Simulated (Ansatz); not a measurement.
The cluster Ti₃F₂. The state is a triplet with charge 0. Geometry PBE0-D4/def2-SVP; atoms count from 1.

```xyz
5

Ti   -0.810   -0.865   -1.010
Ti    0.567    1.122    0.552
Ti   -1.701    0.473    1.451
F    -0.296   -2.505   -1.522
F     2.240    1.776    0.529
```

The charge 0 triplet is spin-contaminated (final ⟨S²⟩ up to 4.86, 2.00 for a pure state). The structure comes from a short search, and lower isomers may exist.

(1) Estimate the Mulliken populations from the PBE0/def2-TZVP orbitals of Ansatz.

(2) Where does the spin sit?

(3) And the Mayer bond orders between heavy atoms (over 0.3)?

## Answers

(1) 
```
atom  charge (e)  spin (α − β)  d electrons
 Ti1        0.51         -2.40         2.54
 Ti2        0.50          1.81         2.55
 Ti3        0.01          2.57         2.69
  F4       -0.52          0.02            –
  F5       -0.50          0.00            –
```
Mulliken values depend strongly on the basis.

(2) Summed by element: Ti 1.98, F 0.02, of 2 unpaired in all. Largest on single atoms: Ti3 2.57, Ti1 -2.40, Ti2 1.81.

(3) Ti1–Ti2 0.84 (2.88 Å); Ti1–Ti3 0.84 (2.94 Å); Ti1–F4 0.85 (1.79 Å); Ti2–Ti3 1.51 (2.52 Å); Ti2–F5 0.84 (1.80 Å).
